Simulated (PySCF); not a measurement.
fluoromethyl(silyloxy)silane (CH7FOSi2), SMILES C([SiH2]O[SiH3])F. Atoms are numbered in the order given.

```xyz
12

F     -3.1394     0.1226     0.0152
C     -1.9455    -0.5956     0.0438
Si    -0.5111     0.6419    -0.0340
O      0.8961    -0.2382     0.0014
Si     2.5550    -0.2962     0.0037
H     -1.9227    -1.2963    -0.8105
H     -1.9081    -1.2013     0.9674
H     -0.5846     1.5624     1.1351
H     -0.6046     1.4327    -1.2931
H      3.0958     0.4483     1.1779
H      3.0943     0.3114    -1.2474
H      2.9737    -1.7214     0.0838
```
Charge 0, spin multiplicity 1.

The structure is a stationary point at B3LYP-D3(BJ)/def2-SVP. The values are those of a single conformer.

Method: B3LYP/pcSseg-1 in PySCF.

GIAO shieldings, no solvent; atoms alike by connectivity are averaged. δ = σ(ref) − σ: ¹⁹F against CFCl3 (σ = 161.7 ppm); ¹³C against TMS (σ = 181.3 ppm); ²⁹Si against TMS (σ = 338.7 ppm); ¹⁷O against H2O (σ = 333.8 ppm); ¹H against TMS (σ = 31.68 ppm), references at their B3LYP-D3(BJ)/def2-TZVP geometries, non-relativistic.

Computed chemical shifts:
| nucleus | atoms | count | δ (ppm) |
|---|---|---|---|
| ¹⁹F | F1 | 1 | -318.0 |
| ¹³C | C2 | 1 | 79.2 |
| ²⁹Si | Si3 | 1 | -29.9 |
| ²⁹Si | Si5 | 1 | -41.8 |
| ¹⁷O | O4 | 1 | 9.3 |
| ¹H | H10, H11, H12 | 3 | 5.20 |
| ¹H | H8, H9 | 2 | 5.19 |
| ¹H | H6, H7 | 2 | 4.93 |
